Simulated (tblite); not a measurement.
Run record: tight-binding relaxation, `C[Si](C)(C)C[Se]C`.

Computed with GFN2-xTB geometry optimisation, gas phase (tblite 0.8.0). Start geometry: from a force field or distance geometry. The command runs a driver script over a list of jobs; the input below is this job's line of settings and its coordinates in Å.

Command:
```bash
OMP_NUM_THREADS=1 python probes_run.py task.json out
```

Input:
```
{"job": {"kind": "relax", "xc": "GFN2-xTB", "basis": "xTB"}, "charge": 0, "multiplicity": 1}
C      3.174900     1.136700     1.361200
Se     1.402000     0.405800     1.738800
C      0.928400     0.379400    -0.134700
Si    -0.813800    -0.281200    -0.355600
C     -2.034300     0.786200     0.577300
C     -0.911100    -2.037000     0.303200
C     -1.245900    -0.288900    -2.166200
H      3.066000     2.128700     0.865600
H      3.734500     0.442500     0.705500
H      3.718600     1.271700     2.316700
H      0.954200     1.413200    -0.545600
H      1.622400    -0.264200    -0.699000
H     -1.967400     1.830300     0.203500
H     -3.056400     0.403100     0.401700
H     -1.807000     0.778800     1.656900
H     -0.169900    -2.667900    -0.214900
H     -0.680900    -2.037300     1.395400
H     -1.927600    -2.443800     0.138700
H     -1.196700     0.747000    -2.550100
H     -2.268400    -0.687700    -2.290300
H     -0.530400    -0.926000    -2.708500
```

Output:
```
step      E/eV     max force
  0    -617.78916    0.930
  1    -617.90600    0.455
  2    -617.95341    0.319
  3    -617.97202    0.304
  4    -618.00423    0.278
  5    -618.01981    0.336
  6    -618.04047    0.380
  7    -618.05020    0.237
  8    -618.05391    0.120
  9    -618.05527    0.086
... (30 lines left out)
 40    -618.06926    0.041
 41    -618.06943    0.037
 42    -618.06963    0.033
 43    -618.06987    0.051
 44    -618.07012    0.057
 45    -618.07030    0.034
 46    -618.07037    0.021
 47    -618.07041    0.010
 48    -618.07043    0.010
 49    -618.07046    0.010
```

«max force» is the largest atomic force in eV/Å.

Problem. From which step on does the largest force stay under 0.1 eV/Å, and how much energy is left to gain from there?

Solution. From step 16 (0.046 eV/Å), 4.3 meV above the end.

Summary of the converged run: energy lowered by 6.5 kcal/mol over 49 steps; largest atomic force 0.010 eV/Å at the end.

Time: 0.77 s. Hardware: an Arm Neoverse N1 with one thread, shared host.
Labels such as C1 count atoms from 1, the log's own numbers from 0.
